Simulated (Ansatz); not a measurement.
FH$_{4}$InOSSi (`[OH][InH][S][SiH2]F`), 9 atoms. The species carries charge 0 and has multiplicity 1. Correlated methods include outer-core shells of In, which these sets cover unevenly. In: def2 effective core potential. All runs use 4 threads of an Arm Neoverse V2 on a shared host. Correlated methods freeze the cores.

Q: How many basis functions does each run have, and how long does it take in Ansatz? direct RPA on PBE orbitals/def2-TZVPP energy; RKS B3LYP-D4/def2-TZVPP energy and forces; RKS PBE-QIDH (frozen core)/def2-TZVPP energy; RHF-CCSD(T)/def2-TZVPP energy; RHF-CCSD(T)/def2-SVP energy; RKS PBE0-D4/def2-TZVPP energy; RKS PBE0-D4/def2-TZVP relaxation (18 steps); RKS revPBE-D4/def2-TZVPP energy; RHF-MP2/def2-QZVPP energy; RKS PBE0-D4/def2-TZVP frequencies; RKS PBE0-D4/def2-SVP energy; RKS ωB97M-V/def2-QZVPP energy. (An estimate is asked.)

A: Ansatz gave: Other jobs shared the machine, so times are rough.

```tsv
level	job	functions	wall time	peak host memory (GiB)
RKS PBE0-D4/def2-SVP	energy	110	1.4 s	0.25
RKS revPBE-D4/def2-TZVPP	energy	252	2.6 s	0.37
RKS PBE0-D4/def2-TZVPP	energy	252	5 s	0.78
RKS B3LYP-D4/def2-TZVPP	energy and forces	252	7.5 s	0.83
direct RPA on PBE orbitals/def2-TZVPP	energy	252	8 s	0.69
RKS PBE-QIDH (frozen core)/def2-TZVPP	energy	252	8.5 s	0.73
RHF-CCSD(T)/def2-SVP	energy	110	8.5 s	0.54
RKS ωB97M-V/def2-QZVPP	energy	456	25 s	2.3
RHF-MP2/def2-QZVPP	energy	456	28 s	2.6
RKS PBE0-D4/def2-TZVP	relaxation (18 steps)	210	89 s	0.67
RKS PBE0-D4/def2-TZVP	frequencies	210	3 min	0.67
RHF-CCSD(T)/def2-TZVPP	energy	252	4.9 min	5.8
```

B3LYP here is the variant with VWN-RPA as its local correlation; programs differ in this.
